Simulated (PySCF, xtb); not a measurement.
PbClBr, SMILES [Cl][Pb][Br] (connectivity only; charge and spin as stated), neutral, multiplicity 1.

Harmonic wavenumbers (cm⁻¹) from GFN2-xTB run with xtb 6.7.1 at its own minimum, in rising order: 71, 203, 260.

What does B3LYP-D3(BJ)/def2-TZVP run with PySCF give at its own minimum? (Estimate from the structure and the level; the computed values follow.)

81, 205, 304. Paired by order, the mean absolute difference is 19 cm⁻¹ and the zero-point energies are 0.8 and 0.8 kcal/mol.
